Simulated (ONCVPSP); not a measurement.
# tin (Sn), ONCV: configuration errors across variants

Sn, optimised norm-conserving Vanderbilt (ONCV), made with ONCVPSP 4.0.1 (PBE, scalar-relativistic). Core [Kr] 4d10, reference 5s1 5p3. Waves: 5s: rc 2.05 bohr, ncon 3, nbas 7, qcut 2.6 1/bohr, 1 projector; 5p: rc 2.35 bohr, ncon 3, nbas 6, qcut 4 1/bohr, 1 projector; d scattering state at 0.1 Ha: rc 2.00 bohr, ncon 3, nbas 7, qcut 4.8 1/bohr, 3 projectors, debl 2.4 Ha. Local part: polynomial inside 1.95 bohr (lpopt 5, dvloc0 0 Ha). Core correction: none.

All-electron excitation energies from the reference (eV): (1) 5s2 5p2 -6.978; (2) 5s2 5p1 -0.103; (3) 5s2 5p0 13.849; (4) 5s1 5p2 7.546.

1 further variants failed, have other tests or too few solved ones, and are left out.

A true bound ghost makes a file unfit for plane-wave use even where its test errors are small: the radial tests pick states by their node count and pass the ghost by.

Errors AE − PS in meV (a dash: test not solved or not reliable):

```tsv
change	(1)	(2)	(3)	(4)	bound ghosts	GHOST(+) flags above zero
base	+17	+51	+192	+9.9	d	s
p: qcut 4.5	+19	+59	+213	+11	d	s
d: nbas 8	+17	+51	+192	+9.9	d	s
local potential polynomial inside 1.45 bohr (lpopt 3, dvloc0 2 Ha)	+46	+234	+830	+376	d, s	none
core correction Teter function fitted to the true core (icmod 2), fcfact 0.55	-17	-9.6	-0.1	+1.7	d	s
```

(1) Give the same row for: s: nproj 2.

Results:

(1) +16, +27, +60, -2.2; bound ghosts: d; GHOST(+) flags above zero: s.
